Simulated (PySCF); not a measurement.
PySCF input file for Sn(H)2(NH2)(NMe2) (C2H10N2Sn), SMILES C[N](C)[SnH2][NH2], r2SCAN-D4/def2-SVP. Geometry: r2SCAN-D4/def2-SVP. The def2 effective core potentials stand for the cores of Sn; spin–orbit coupling is left out. One conformer was computed; it need not be the lowest.

```python
import numpy as np
from pyscf import gto, scf, dft, df
from pyscf.hessian import thermo

mol = gto.M(
    atom='''
    Sn    0.52923008   -0.47465682   -0.03040645
    N     1.84513529    1.07540454    0.20249290
    N    -1.25897175    0.49195075    0.18434784
    C    -2.46384246   -0.26633045    0.42060476
    C    -1.47501624    1.69979367   -0.58069725
    H     0.50321363   -1.69387958    1.18540739
    H     0.88419831   -1.10442211   -1.59810791
    H     1.94210837    1.37888623    1.17186706
    H     2.78117221    0.86640574   -0.14537484
    H    -3.20128417    0.34357664    0.98109098
    H    -2.97530218   -0.60676539   -0.50914567
    H    -2.25319157   -1.16046338    1.03137749
    H    -2.17370657    2.37423290   -0.04536138
    H    -1.91332115    1.51977038   -1.58925890
    H    -0.52538325    2.24323289   -0.70950190
    ''',
    basis='def2-SVP',
    ecp={'Sn': 'def2-svp'},
    charge=0,
    spin=0,
    max_memory=1600,
    verbose=3,
)
mf = dft.RKS(mol, xc='r2scan').density_fit(auxbasis='def2-universal-jkfit')
mf.disp = 'd4'
mf.grids.level = 4
mf.conv_tol = 1e-11
mf.max_cycle = 100
mf.kernel()

# [left out here: the lines that compute and print the analytic Hessian (its translational invariance restored by hand, since the grid's response is missing), thermochemistry and intensities]
```

Program output:

```
converged SCF energy = -405.816933980615

WARN: MGGA Hessian is sensitive to dft grids. grids.level 4 may not be dense enough.


WARN: DFTD4 does not support analytical Hessian, using finite difference.


WARN: Mole.unit (angstrom) is changed to Bohr

Mode                                 0                   1                   2
Irrep
Freq [cm^-1]                       62.5399            112.7420            153.6915
Reduced mass [au]                   2.7689              2.3257              2.0846
Force const [Dyne/A]                0.0064              0.0174              0.0290
Char temp [K]                      89.9811            162.2106            221.1278
Normal mode                   x     y     z       x     y     z       x     y     z
       0  Sn                 0.00  0.00 -0.02    0.01 -0.02 -0.00   -0.01 -0.01 -0.01
       1   N                 0.00 -0.02  0.14   -0.12  0.10 -0.01   -0.06  0.05 -0.01
       2   N                 0.01  0.01 -0.02    0.01 -0.03 -0.06    0.03  0.05  0.15
       3   C                 0.01  0.04  0.13   -0.02  0.06  0.02    0.02  0.01 -0.01
       4   C                -0.03 -0.05 -0.09    0.04  0.04  0.03    0.08 -0.04 -0.01
       5   H                -0.06 -0.08 -0.11    0.01  0.01  0.03    0.10 -0.06 -0.06
       6   H                 0.06  0.12 -0.05    0.12 -0.07  0.04   -0.11  0.07 -0.06
       7   H                -0.10 -0.04  0.15   -0.31  0.23 -0.04   -0.22  0.13 -0.02
       8   H                 0.04 -0.02  0.24   -0.05  0.13  0.17   -0.00  0.04  0.16
       9   H                 0.06  0.09  0.14    0.08  0.09  0.13   -0.11  0.03 -0.22
      10   H                -0.06 -0.02  0.19   -0.14  0.15  0.06    0.21 -0.12 -0.07
      11   H                 0.05  0.08  0.17   -0.03  0.01 -0.05   -0.06  0.09  0.13
      12   H                -0.01 -0.01 -0.11    0.16  0.07  0.14   -0.05 -0.04 -0.20
      13   H                -0.07 -0.12 -0.06   -0.07  0.13  0.07    0.27 -0.16 -0.07
      14   H                -0.04 -0.05 -0.16    0.08 -0.04 -0.03    0.07  0.00  0.10
Mode                                 3                   4                   5
Irrep
Freq [cm^-1]                      183.8930            251.8020            261.5939
Reduced mass [au]                   1.3196              1.4392              1.4001
Force const [Dyne/A]                0.0263              0.0538              0.0565
Char temp [K]                     264.5811            362.2871            376.3754
Normal mode                   x     y     z       x     y     z       x     y     z
       0  Sn                -0.00  0.00  0.00    0.00  0.01  0.00   -0.01 -0.01  0.00
       1   N                 0.06 -0.04 -0.04    0.05 -0.01 -0.03   -0.05  0.02  0.02
       2   N                 0.02  0.04 -0.01   -0.03 -0.05  0.05    0.04  0.07 -0.01
       3   C                 0.06 -0.04 -0.02   -0.08  0.02 -0.00    0.09 -0.00  0.01
       4   C                -0.07  0.04  0.01    0.04 -0.08 -0.01   -0.03  0.04 -0.03
       5   H                -0.11  0.03  0.04    0.08 -0.05 -0.06   -0.07  0.04  0.05
       6   H                 0.01 -0.10  0.05   -0.05  0.09 -0.04    0.01 -0.07  0.03
       7   H                -0.39  0.31 -0.11   -0.08  0.11 -0.05    0.04 -0.07  0.03
       8   H                 0.21 -0.29  0.51    0.09 -0.15  0.15   -0.07  0.13 -0.12
       9   H                 0.02 -0.09 -0.01    0.07 -0.09  0.31    0.16 -0.17  0.28
      10   H                 0.08 -0.06 -0.02   -0.24  0.40 -0.05   -0.04  0.19  0.02
      11   H                 0.12 -0.03 -0.03   -0.10 -0.22 -0.34    0.22 -0.15 -0.23
      12   H                -0.07  0.00  0.05   -0.01 -0.05 -0.12   -0.30 -0.13 -0.17
      13   H                -0.10  0.03  0.03    0.14 -0.13 -0.05    0.25 -0.01 -0.14
      14   H                -0.10  0.08 -0.03    0.05 -0.08  0.05   -0.11  0.24  0.22
Mode                                 6                   7                   8
Irrep
Freq [cm^-1]                      280.0376            305.8628            421.6879
Reduced mass [au]                   1.3375              2.9469              1.1169
Force const [Dyne/A]                0.0618              0.1624              0.1170
Char temp [K]                     402.9117            440.0685            606.7150
Normal mode                   x     y     z       x     y     z       x     y     z
       0  Sn                -0.01  0.00  0.00   -0.03  0.02  0.00   -0.00 -0.01  0.02
       1   N                -0.03  0.01  0.01    0.01 -0.00 -0.01   -0.01 -0.00 -0.04
       2   N                 0.04  0.05  0.06    0.01 -0.06 -0.07    0.01  0.00 -0.04
       3   C                 0.08 -0.04 -0.03    0.06 -0.09  0.05    0.02  0.01 -0.01
       4   C                 0.02 -0.01 -0.03    0.14  0.00 -0.00   -0.02  0.02 -0.01
       5   H                -0.01 -0.02 -0.02   -0.02  0.01 -0.00   -0.10 -0.45 -0.44
       6   H                -0.05  0.03 -0.02    0.01  0.01  0.01    0.07  0.58 -0.21
[...]
      11   H                -0.21 -0.07 -0.04    0.00  0.00 -0.00   -0.00  0.00 -0.00
      12   H                 0.21 -0.04  0.33   -0.02 -0.01 -0.01    0.00  0.01 -0.01
      13   H                 0.30 -0.24 -0.08   -0.00  0.01 -0.00   -0.00  0.01  0.01
      14   H                -0.08  0.11 -0.10    0.01 -0.02 -0.01   -0.00  0.00  0.00
Mode                                30                  31                  32
Irrep
Freq [cm^-1]                     1881.7139           2912.4179           2918.1842
Reduced mass [au]                   1.0166              1.0494              1.0533
Force const [Dyne/A]                2.1209              5.2447              5.2850
Char temp [K]                    2707.3673           4190.3209           4198.6173
Normal mode                   x     y     z       x     y     z       x     y     z
       0  Sn                -0.00 -0.00  0.01   -0.00  0.00 -0.00   -0.00  0.00  0.00
       1   N                -0.00 -0.00  0.00    0.00 -0.00  0.00    0.00  0.00 -0.00
       2   N                -0.00 -0.00  0.00    0.00  0.00 -0.00    0.00 -0.00  0.00
       3   C                -0.00 -0.00  0.00    0.03  0.02  0.03    0.02  0.02  0.03
       4   C                 0.00  0.00 -0.00   -0.02  0.01 -0.03    0.02 -0.00  0.04
       5   H                 0.01  0.69 -0.70   -0.00 -0.00  0.00    0.00 -0.00  0.00
       6   H                 0.03 -0.08 -0.13    0.00 -0.00 -0.00    0.01 -0.00 -0.01
       7   H                 0.00  0.01 -0.00   -0.00 -0.00 -0.00   -0.00 -0.00  0.00
       8   H                 0.00 -0.00  0.01   -0.00  0.00 -0.00    0.00  0.00  0.00
       9   H                 0.00  0.01 -0.00   -0.15  0.14  0.14   -0.09  0.08  0.09
      10   H                 0.00  0.00 -0.00   -0.30 -0.20 -0.59   -0.26 -0.18 -0.49
      11   H                 0.01 -0.00  0.00    0.04 -0.14  0.11    0.03 -0.10  0.08
      12   H                 0.00 -0.00  0.00    0.13 -0.13 -0.12   -0.12  0.13  0.11
      13   H                 0.00 -0.00 -0.00    0.22  0.11  0.50   -0.27 -0.13 -0.64
      14   H                -0.00  0.01 -0.00   -0.12 -0.07  0.01    0.14  0.08 -0.01
Mode                                33                  34                  35
Irrep
Freq [cm^-1]                     2994.5413           3002.3014           3090.0988
Reduced mass [au]                   1.0856              1.0917              1.0978
Force const [Dyne/A]                5.7356              5.7980              6.1761
Char temp [K]                    4308.4782           4319.6433           4445.9641
Normal mode                   x     y     z       x     y     z       x     y     z
       0  Sn                -0.00  0.00 -0.00   -0.00  0.00 -0.00    0.00  0.00 -0.00
       1   N                -0.00  0.00 -0.00   -0.00  0.00 -0.00    0.00 -0.00  0.00
       2   N                 0.00 -0.00  0.00   -0.00 -0.00  0.00   -0.00 -0.00  0.00
       3   C                 0.03 -0.03 -0.06   -0.02  0.02  0.04   -0.03  0.07 -0.04
       4   C                 0.01 -0.03 -0.03    0.02 -0.05 -0.05   -0.00 -0.00 -0.00
       5   H                 0.00 -0.00  0.00   -0.00  0.00 -0.00    0.00 -0.00  0.00
       6   H                 0.00 -0.00 -0.00    0.00 -0.00  0.00   -0.00 -0.00  0.00
       7   H                 0.00  0.00  0.00    0.00 -0.00  0.00   -0.00  0.00 -0.00
       8   H                 0.00  0.00  0.00   -0.00  0.00  0.00   -0.00 -0.00  0.00
       9   H                -0.49  0.42  0.37    0.30 -0.26 -0.23    0.17 -0.15 -0.15
      10   H                 0.12  0.06  0.20   -0.09 -0.05 -0.17    0.04  0.05  0.10
      11   H                 0.04 -0.17  0.10   -0.03  0.10 -0.06    0.18 -0.73  0.50
      12   H                -0.31  0.29  0.23   -0.47  0.43  0.36    0.00 -0.00 -0.00
      13   H                 0.06  0.02  0.12    0.12  0.05  0.25    0.00 -0.00  0.01
      14   H                 0.10  0.05 -0.02    0.14  0.07 -0.03    0.01  0.01 -0.00
Mode                                36                  37                  38
Irrep
Freq [cm^-1]                     3110.9767           3514.0091           3617.5063
Reduced mass [au]                   1.0978              1.0503              1.0935
Force const [Dyne/A]                6.2600              7.6410              8.4309
Char temp [K]                    4476.0028           5055.8767           5204.7861
Normal mode                   x     y     z       x     y     z       x     y     z
       0  Sn                 0.00 -0.00  0.00   -0.00 -0.00  0.00    0.00 -0.00 -0.00
       1   N                -0.00  0.00 -0.00    0.05  0.01  0.03    0.04 -0.02 -0.06
       2   N                -0.00  0.00 -0.00   -0.00  0.00 -0.00   -0.00  0.00 -0.00
       3   C                 0.00 -0.00  0.00    0.00 -0.00  0.00   -0.00  0.00  0.00
       4   C                -0.08 -0.03  0.01   -0.00 -0.00  0.00   -0.00  0.00 -0.00
       5   H                 0.00 -0.00 -0.00   -0.00 -0.00  0.00   -0.00 -0.00  0.00
       6   H                -0.00  0.00 -0.00   -0.00  0.00 -0.00    0.00  0.00  0.00
       7   H                 0.00 -0.00  0.00   -0.04 -0.22 -0.66    0.07  0.20  0.63
       8   H                 0.00  0.00  0.00   -0.62  0.14  0.27   -0.62  0.13  0.23
       9   H                -0.00  0.00  0.00   -0.00  0.00  0.00   -0.00 -0.00 -0.00
      10   H                 0.00  0.00 -0.00    0.00 -0.00 -0.00    0.00  0.00 -0.00
      11   H                -0.00  0.01 -0.01    0.00  0.00 -0.00    0.00  0.00 -0.00
      12   H                 0.14 -0.14 -0.12   -0.00  0.00 -0.00    0.00  0.00 -0.00
      13   H                 0.04  0.02  0.12   -0.00 -0.00 -0.00    0.00 -0.00  0.00
      14   H                 0.79  0.45 -0.10    0.00  0.00  0.00   -0.00  0.00 -0.00
temperature 298.1500 [K]
pressure 101325.00 [Pa]
Rotational constants [GHz] 4.47443 1.86606 1.44178
Symmetry number 1
Zero-point energy (ZPE) 0.11931 [Eh]   313257.201 [J/mol]
                           tot       elec      trans        rot        vib
Entropy [J/mol/K]       387.043      0.000    173.568    115.819     97.656
Cv [J/mol/K]            130.417      0.000     12.472     12.472    105.474
Cp [J/mol/K]            138.732      0.000     20.786     12.472    105.474
Internal energy [J/mol]                      3718.434   3718.434 329406.090
Internal energy [Eh]   -405.68864  -405.81693
Enthalpy [J/mol]                             6197.391   3718.434 329406.090
Enthalpy [Eh]          -405.68769
Gibbs free energy [J/mol]                  -45551.870 -30812.891 300289.949
Gibbs free energy [Eh] -405.73165
mode   freq/cm-1   IR/(km/mol)
   1       62.54         1.335
   2      112.74         3.636
   3      153.69         1.450
   4      183.89        20.736
   5      251.80         3.748
   6      261.59         4.180
   7      280.04         4.673
   8      305.86        10.496
   9      421.69        36.676
  10      480.97        74.613
  11      524.84        55.433
  12      532.48        43.217
  13      611.23       211.311
  14      621.99        10.442
  15      694.57       112.264
  16      849.10        38.478
  17      990.33        89.903
  18     1083.45         3.506
  19     1112.31         1.231
  20     1153.43         1.319
  21     1236.54        75.499
  22     1266.15        10.286
  23     1418.67         1.330
  24     1440.19         6.169
  25     1448.56        10.462
  26     1460.97        13.315
  27     1477.98        24.347
  28     1497.68         2.856
  29     1535.80        12.683
  30     1859.68       207.073
  31     1881.71       199.372
  32     2912.42        76.467
  33     2918.18       209.621
  34     2994.54       121.327
  35     3002.30        13.251
  36     3090.10        22.704
  37     3110.98         7.154
  38     3514.01         9.096
  39     3617.51        11.821
max |gradient| / (hartree/bohr): 6.26917212218109e-05
APT charges: [ 1.5412 -0.6737 -0.8167  0.3973  0.3495 -0.3322 -0.3518  0.1292  0.1231
 -0.0806 -0.1104 -0.0126 -0.0808 -0.1044  0.0219]
```

The run converged.

Cost: roughly 12 core-minutes.
